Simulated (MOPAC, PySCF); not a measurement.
HBI$_{2}$S, SMILES `IB(S)I` (H–S–B–I torsion 180°), neutral singlet in the gas phase. 

Cartesian coordinates (Å):
```xyz
5

S     -1.2482    -0.4180     0.6573
B      0.3902    -0.0055     0.1099
I      1.9733    -0.4190     1.4611
I      0.7942     0.8567    -1.7859
H     -1.9095    -0.0143    -0.4424
```
Charge 0, spin multiplicity 1.

All levels are single points at this geometry (PBE0-D3(BJ)/def2-TZVP); Pople sets use spherical d functions. Orbital energies aren't observables, and empty levels follow the basis.

```tsv
level	HOMO (eV)	LUMO (eV)	gap (eV)	dipole (D)	vertical IE, Delta-SCF (eV)
PBE-D3(BJ)/def2-TZVP in PySCF	-6.40	-2.68	3.72	1.04	–
TPSSh-D3(BJ)/def2-TZVP in PySCF	-6.94	-2.29	4.65	1.09	9.26
B3LYP/6-311+G** (LANL2DZ on I) in PySCF	-7.35	-1.95	5.40	1.34	–
B3LYP/6-31G* (LANL2DZ on I) in PySCF	-7.31	-1.87	5.44	1.39	9.47
BP86/6-31G* (LANL2DZ on I) in PySCF	-6.56	-2.64	3.92	1.37	–
M06-2X/6-31G* (LANL2DZ on I) in PySCF	-8.46	-1.10	7.36	1.44	–
PBE/6-31G* (LANL2DZ on I) in PySCF	-6.45	-2.56	3.89	1.38	–
SVWN5/6-31G* (LANL2DZ on I) in PySCF	-6.52	-2.72	3.80	1.38	–
HF/6-31G* (LANL2DZ on I) in PySCF	-9.98	1.63	11.61	1.55	9.43
AM1 in MOPAC	-10.47	-1.66	8.81	1.81	–
PM3 in MOPAC	-9.50	-1.11	8.38	1.41	–
PM6 in MOPAC	-9.69	-2.92	6.77	2.00	–
PM7 in MOPAC	-9.47	-2.79	6.68	2.08	–
```
